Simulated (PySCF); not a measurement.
A structure optimised at B3LYP-D3(BJ)/def2-SVP, used in a PySCF frequency run:

```xyz
11

N     -2.0130     0.7633     0.2220
Si    -0.6206    -0.1918     0.4829
N      0.8415     0.8172     0.7877
C      1.6954     0.4336    -0.0775
C      1.2488    -0.6558    -1.0617
N      0.0587    -1.0916    -0.9325
H     -2.0102     1.5475    -0.4219
H     -2.9430     0.3793     0.3490
H     -0.8971    -1.1543     1.5750
H      2.7166     0.8513    -0.1339
H      1.9464    -1.0268    -1.8342
```
Charge 0, spin multiplicity 1.

**Question.** Write its SMILES and formula.

**Answer.** N[SiH]1N=CC=N1, C₂H₅N₃Si

**Question.** What are its rotational constants (standard atomic weights)?

**Answer.** 5.9340, 2.7549, 2.1481 GHz
